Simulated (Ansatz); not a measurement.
Program: Ansatz. Geometries: PBE0-D4/def2-TZVP. ΔE: electronic, gas phase. CCSD(T)/CBS is the MP2 limit (def2-TZVPP, def2-QZVPP) plus CCSD(T) − MP2 in def2-TZVPP, frozen cores. Functionals use def2-TZVPP. One conformer a species, not always the lowest.

Reaction (ligand exchange at the Si–C bond): `N[Si@@H]1[SiH2][C@H]1[SiH3]` + `CBS` → `CBS[SiH3]` + `N[SiH]1C[SiH2]1`

`N[Si@@H]1[SiH2][C@H]1[SiH3]`:

Cartesian coordinates in Å:
```
N -1.930 1.871 -0.090
Si -0.389 1.145 -0.213
Si 0.060 -0.493 -1.669
C -0.075 -0.675 0.226
Si 1.464 -1.071 1.170
H -2.258 2.260 0.779
H -2.689 1.589 -0.687
H 0.651 2.050 0.327
H 1.385 -0.765 -2.279
H -1.040 -1.142 -2.425
H -0.934 -1.257 0.563
H 2.581 -0.227 0.659
H 1.868 -2.497 1.015
H 1.306 -0.788 2.625
```

`CBS`:

Cartesian coordinates in Å:
```
C 1.046 -0.319 -0.128
B -0.333 0.373 0.082
S -1.825 -0.601 0.047
H 1.691 -0.123 0.737
H 1.560 0.139 -0.981
H 1.005 -1.398 -0.289
H -0.426 1.550 0.268
H -2.718 0.379 0.264
```

`CBS[SiH3]`:

Z-matrix (Å, degrees):
```
C
B 1 1.556
H 1 1.097 2 109.4
H 1 1.091 2 115.0 3 -122.7
H 1 1.097 2 109.4 3 114.7
S 2 1.793 1 120.7 3 122.6
H 2 1.200 1 120.8 3 -57.3
Si 6 2.149 2 99.2 1 -180.0
H 8 1.484 6 107.0 2 -179.8
H 8 1.483 6 110.3 2 -60.5
H 8 1.483 6 110.3 2 60.9
```

`N[SiH]1C[SiH2]1`:

Z-matrix (Å, degrees):
```
Si
C 1 1.886
Si 1 2.244 2 54.2
N 1 1.712 2 116.3 3 109.1
H 1 1.487 2 113.0 3 -111.0
H 2 1.089 1 116.8 3 -110.0
H 2 1.088 1 118.2 3 112.4
H 3 1.483 1 122.5 2 -100.4
H 3 1.483 1 122.2 2 99.7
H 4 1.006 1 120.2 2 -130.9
H 4 1.007 1 121.3 2 80.3
```

```json
{"species": "`N[Si@@H]1[SiH2][C@H]1[SiH3]`", "ωB97X-V energy (Eh)": "-966.64928"}
{"species": "`CBS`", "ωB97X-V energy (Eh)": "-464.14295"}
{"species": "`CBS[SiH3]`", "ωB97X-V energy (Eh)": "-754.82028"}
{"species": "`N[SiH]1C[SiH2]1`", "ωB97X-V energy (Eh)": "-675.98072"}
```

Problem. Work out ΔE.

Solution. ΔE = (-754.82028) + (-675.98072) − (-966.64928) − (-464.14295) = -0.00877 Eh = -0.24 eV. CCSD(T)/CBS gives -0.22 eV.

Largest T1 diagnostic among the species: 0.013.

The D4 term adds +0.05 eV with B3LYP and +0.03 eV with PBE0; it sums over pairs of atoms, weighted by their polarisabilities, and B3LYP, whose exchange is more repulsive, gets the larger term. In def2-TZVPP, CCSD(T) changes the Hartree–Fock value by +0.08 eV (the triples alone add +0.01 eV) and MP2 by +0.07 eV.

B3LYP here is the variant with VWN-RPA as its local correlation; programs differ in this.
